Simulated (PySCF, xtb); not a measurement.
C₂H₁₀O₂Si₂, SMILES [SiH3]O[C@H](C)[SiH2]O. Other conformers were not sampled.

Harmonic wavenumbers (cm⁻¹) from xtb with GFN2-xTB at its own minimum, in rising order: 31, 45, 112, 135, 178, 204, 226, 291, 350, 427, 530, 590, 603, 616, 675, 736, 753, 772, 777, 812, 826, 847, 916, 991, 1019, 1106, 1128, 1265, 1312, 1400, 1486, 1501, 2210, 2244, 2258, 2320, 2322, 2892, 3004, 3030, 3039, 3629.

Problem. What does PBE-D3(BJ)/def2-SVP (PySCF) give at its own minimum? (An estimate is asked for; the answer gives what the named calculation found.)

Solution. 35, 62, 94, 133, 180, 195, 261, 330, 413, 451, 594, 613, 681, 694, 697, 751, 813, 867, 895, 911, 922, 935, 947, 973, 974, 1052, 1090, 1211, 1289, 1337, 1403, 1423, 2141, 2150, 2153, 2180, 2204, 2922, 2964, 3053, 3067, 3663. Paired by order, the mean absolute difference is 53 cm⁻¹ and the zero-point energies are 70.9 and 71.1 kcal/mol.
